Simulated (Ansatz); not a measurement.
Born–Oppenheimer molecular dynamics of C2H9FO2Si2 (16 atoms, charge 0, multiplicity 1). It starts from a relaxed structure.

The calculation used Ansatz, RHF/6-31G.

* ensemble: NVE (velocity Verlet)
* time step: 0.5 fs
* steps asked: 150
* starting velocities drawn for: 300 K
* masses: H 3.016 u
* seed: 718519

First frame:

```xyz
16
Properties=species:S:1:pos:R:3
Si -0.187 0.032 -0.047
F 0.142 0.005 1.605
O 1.277 -0.284 -0.780
C 2.381 -1.175 -0.653
H 2.099 -2.169 -0.975
H 3.170 -0.804 -1.286
H 2.724 -1.210 0.373
Si -1.026 2.080 -0.779
H -2.298 2.377 -0.066
H -0.029 3.150 -0.500
H -1.275 1.990 -2.243
O -1.321 -1.169 -0.275
C -1.563 -2.518 0.112
H -1.408 -2.643 1.176
H -2.587 -2.747 -0.134
H -0.906 -3.185 -0.430
```

(1) How far do the bonds stretch over the last three quarters of this one trajectory? (Pairs bonded in most of those frames.)

Answers

(1) 
```tsv
bond	mean (Å)	spread (Å)	shortest	longest
Si1–F2	1.677	0.027	1.64	1.72
Si1–O3	1.667	0.012	1.65	1.69
Si1–Si8	2.342	0.046	2.27	2.41
Si1–O12	1.673	0.022	1.64	1.70
O3–C4	1.424	0.012	1.40	1.44
C4–H5	1.083	0.011	1.06	1.10
C4–H6	1.080	0.016	1.05	1.11
C4–H7	1.081	0.019	1.05	1.11
Si8–H9	1.490	0.015	1.46	1.51
Si8–H10	1.489	0.046	1.42	1.56
Si8–H11	1.489	0.007	1.48	1.50
O12–C13	1.428	0.017	1.41	1.46
C13–H14	1.082	0.005	1.07	1.09
C13–H15	1.079	0.006	1.06	1.09
C13–H16	1.085	0.009	1.07	1.10
```

Mean temperature of the second half: 165 K. The conserved energy stayed within 0.039 meV per atom of its start (net change 0.032 meV per atom), so the integration is sound. The temperature averaged 0.55 of the 300 K drawn at the start: a run that starts near a minimum puts about half its kinetic energy into the potential. A run of 0.075 ps of so small a system gives no equilibrium averages. Limits of this set-up: no polarisation functions.

The run took 7.4 min on 1 thread of Arm Neoverse V2, with other jobs on the host, peak memory 0.21 GiB.
